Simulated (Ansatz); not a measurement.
`F[SiH]1C[S][Al]1[Cl]` → Al• + C• + Cl• + F• + 3 H• + S• + Si•  (atomization)

Calculated with Ansatz (gas phase, PBE0-D4/def2-TZVP geometries, no zero-point term in ΔE). CCSD(T)/CBS is the MP2 limit (def2-TZVPP, def2-QZVPP) plus CCSD(T) − MP2 in def2-TZVPP, frozen cores. This one scheme is used for every species, atoms too. DFT in def2-TZVPP. Open shells (•) are unrestricted, without spin–orbit coupling. Spin–orbit coupling would lower the free atoms: a little for Al, C, Cl, F, S, Si.

`F[SiH]1C[S][Al]1[Cl]`:

Cartesian coordinates in Å:
```
F -0.655 1.362 -1.946
Si -0.653 0.189 -0.852
C -0.272 0.801 0.907
S 0.768 -0.525 1.650
Al 1.163 -1.302 -0.359
Cl 2.543 -2.752 -0.946
H -2.008 -0.427 -0.887
H -1.168 0.916 1.519
H 0.284 1.739 0.912
```

```
        level  ΔE (eV)
      ωB97X-V    33.78
CCSD/def2-SVP    30.46
```

What does CCSD(T)/CBS give? (Best estimate.)

Computed: +33.63 eV. The listed levels differ from it by 0.15, -3.17 eV.

Largest T1 diagnostic among the species: 0.018.

From BLYP to BHLYP (50 % exact exchange), in def2-TZVPP and without D4, ΔE moves by −0.50 eV: exact exchange takes away binding that semilocal exchange gives to molecules. In def2-TZVPP, CCSD(T) changes the Hartree–Fock value by +7.91 eV (the triples alone add +0.65 eV) and MP2 by +8.92 eV; breaking electron pairs costs correlation energy, which Hartree–Fock lacks. The D4 term adds +0.48 eV with B3LYP and +0.25 eV with PBE0; it sums over pairs of atoms, weighted by their polarisabilities, and B3LYP, whose exchange is more repulsive, gets the larger term.

B3LYP here is the variant with VWN-RPA as its local correlation; programs differ in this.

For atomizations the MP2-based limit and the directly extrapolated one differ by several kJ/mol either way, and by 10 to 25 for some Ge, Se and Sn compounds, so smaller differences from it don't rank the levels.
